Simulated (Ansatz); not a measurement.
Level of theory: frozen-core CCSD(T)/cc-pVTZ in Ansatz (a first-principles code).

Ansatz 0.2 input:
```yaml
crystal:
  periodic: [false, false, false]
  atoms:
    - { symbol: Br, position_ang: [0.0, 0.0, 0.0] }
basis:
  gaussian: { orbitals: cc-pVTZ }
correlation:
  method: ccsd_t
magnetization:
  spin_polarized: true
  initial_magnetization: 1
```

Output:

```
Functional definition: HF
276 factors; integrals over basis functions are off by at most 1.8e-4 eV
mean field evaluation 1: about -69999.6032 eV, gradient 5.1e0 eV
mean field evaluation 2: about -69999.6036 eV, gradient 5.1e0 eV
mean field evaluation 4: about -69999.7946 eV, gradient 5.2e-1 eV
mean field evaluation 8: about -69999.7968 eV, gradient 1.1e-3 eV
mean field evaluation 16: about -69999.7950 eV, gradient 5.3e-1 eV
mean field evaluation 32: about -69999.7968 eV, gradient 4.2e-3 eV
mean field evaluation 64: about -69999.7968 eV, gradient 7.5e-4 eV
mean field -69999.79681619 eV, -2572.4450854287 hartree, gradient 4.6e-7 eV, S^2 0.758700; 4 other end points of the search recorded, 0 dependent functions left out
9 core orbitals not correlated
reference -69999.79681619 eV, -2572.4450854287 hartree; 9, 8 occupied and 25, 26 virtual orbitals, 276 factors
second order -5.28897282 eV of doubles, -0.00000000 eV of singles
cycle   1  -5.56230103 eV  change   -2.7e-1 eV  update   4.0e-2
cycle   2  -5.70632622 eV  change   -1.4e-1 eV  update   1.2e-2
cycle   3  -5.70906062 eV  change   -2.7e-3 eV  update   3.1e-3
cycle   4  -5.70984639 eV  change   -7.9e-4 eV  update   7.8e-4
cycle   5  -5.70970725 eV  change    1.4e-4 eV  update   1.6e-4
cycle   6  -5.70970002 eV  change    7.2e-6 eV  update   4.7e-5
cycle   7  -5.70971607 eV  change   -1.6e-5 eV  update   1.3e-5
perturbative correction -0.17067464 eV, -0.0062721772 hartree
Total energy: -70005.67720690 eV, -2572.6611858012 hartree
```

Cost: very roughly 3 core-seconds.
